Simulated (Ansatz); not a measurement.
A run for Ansatz (a program for electronic structure): U-PBE/cc-pV(T+d)Z on BCl2H (SMILES ClBCl), a point of a bond scan (R = 1.595 Å). Files ending in .json are basis or fitting sets from the Basis Set Exchange.

Ansatz 0.2 input:
```yaml
crystal:
  periodic: [false, false, false]
  atoms:
    - {symbol: B, position_ang: [-0.49962006, -0.31561335, -0.37757090]}
    - {symbol: H, position_ang: [-1.63610793, -1.03354038, -1.23643302]}
    - {symbol: Cl, position_ang: [-0.35825051, 1.42024989, -0.41873399]}
    - {symbol: Cl, position_ang: [0.58410718, -1.27757472, 0.58941750]}
basis:
  gaussian:
    orbitals: cc-pV_T+d_Z.json
hamiltonian:
  xc: {name: PBE}
magnetization: {spin_polarized: true, initial_magnetization: 0}
```

Program output:

```
WARN ansatz: RAYON_NUM_THREADS=1 ignored (pool sized by the plan → 1); use --threads N
Functional definition: PBE
integrals: 0.05 GiB planned
906 factors; their error is unknown
mean field: 0.41 GiB planned
mean field evaluation 1: about -25727.6516 eV, gradient 1.4e1 eV
mean field evaluation 2: about -25725.9397 eV, gradient 2.3e1 eV
mean field evaluation 4: about -25728.7517 eV, gradient 7.0e-1 eV
mean field evaluation 8: about -25728.7445 eV, gradient 1.1e-1 eV
mean field evaluation 16: about -25728.7445 eV, gradient 2.2e-5 eV
mean field -25728.74454312 eV, -945.5139223902 hartree, gradient 2.2e-5 eV, S^2 0.000000; 0 other end points of the search recorded, 0 dependent functions left out
reference -25728.74457569 eV, -945.5139235873 hartree; 20, 20 occupied and 102, 102 virtual orbitals, 906 factors
Total energy: -25728.74457569 eV, -945.5139235873 hartree
```

The calculation finished and met its thresholds.

Cost: about 2.2 core-seconds (a rough figure).
